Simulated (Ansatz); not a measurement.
The molecule SiH+, closed-shell singlet (the spin of the measured ground state).

Constants: fifth-degree fit in 1/R to seven points, most abundant isotopes. Runs in def2 and cc sets follow the lowest solution found near the PBE0 minimum. The singlet is held restricted.

Frozen-core correlation. CBS: X⁻³ extrapolation of the correlation energy, Hartree–Fock from the larger set.

The values were computed with Ansatz (Gaussian basis) for Hartree–Fock, density functionals and correlated methods. Values without a source in brackets are computed.

Doubts at one or more of the structures used: a restricted determinant that unrestricted orbitals would lower (CCSD(T)/aug-cc-pV(T+d)Z, CCSD(T)/def2-TZVPP, CCSD(T)/aug-cc-pV(Q+d)Z, CCSD(T)/def2-QZVPP, CCSD(T)/aug-cc-pV(5+d)Z, CCSD(T)/CBS(def2-TZVPP, def2-QZVPP), CCSD(T)/CBS(aug-cc-pV(Q+d)Z, aug-cc-pV(5+d)Z)).

Quantity: r_e, from seven points a level.

Costs are ratios of core time to PBE/def2-TZVPP (roughly 2.5 s), for whole runs (searches for the state included, and forces where a run took them) on one shared machine, so rough; each error counts from the measured 1.5041 Å [Huber and Herzberg (1979), NIST Chemistry WebBook].

A star marks coupled-cluster runs past 200 virtual orbitals, where the program's memory plan changes under this machine's limit, so their costs aren't comparable with smaller runs.

| level | basis functions | cost |
|---|---|---|
| BHLYP/def2-TZVPP | 56 | ×0.7 |
| B3LYP/def2-TZVPP | 56 | ×0.7 |
| B2PLYP/def2-TZVPP | 56 | ×0.9 |
| PBE/def2-TZVPP | 56 | ×1 |
| CCSD(T)/def2-TZVPP | 56 | ×1 |
| wB97X-V/def2-TZVPP | 56 | ×2 |
| CCSD(T)/aug-cc-pV(T+d)Z | 78 | ×2 |
| CCSD(T)/def2-QZVPP | 100 | ×5 |
| CCSD(T)/CBS(def2-TZVPP, def2-QZVPP) | - | ×6 |
| CCSD(T)/aug-cc-pV(Q+d)Z | 135 | ×10 |
| CCSD(T)/aug-cc-pV(5+d)Z | 216 | ×50* |
| CCSD(T)/CBS(aug-cc-pV(Q+d)Z, aug-cc-pV(5+d)Z) | - | ×60* |

Question: What does the step from CCSD(T)/aug-cc-pV(T+d)Z to CCSD(T)/aug-cc-pV(Q+d)Z cost and buy?

Answer: 78 to 135 functions, cost ×5 (rough); the error goes from 0.004 to 0.002 Å.

Each error (Å): BHLYP/def2-TZVPP -0.004; B3LYP/def2-TZVPP 0.010; B2PLYP/def2-TZVPP 0.002; PBE/def2-TZVPP 0.029; CCSD(T)/def2-TZVPP 0.002; wB97X-V/def2-TZVPP 0.007; CCSD(T)/aug-cc-pV(T+d)Z 0.004; CCSD(T)/def2-QZVPP 0.002; CCSD(T)/CBS(def2-TZVPP, def2-QZVPP) 0.002; CCSD(T)/aug-cc-pV(Q+d)Z 0.002; CCSD(T)/aug-cc-pV(5+d)Z 0.002; CCSD(T)/CBS(aug-cc-pV(Q+d)Z, aug-cc-pV(5+d)Z) 0.002.

Ansatz is an electronic-structure program.
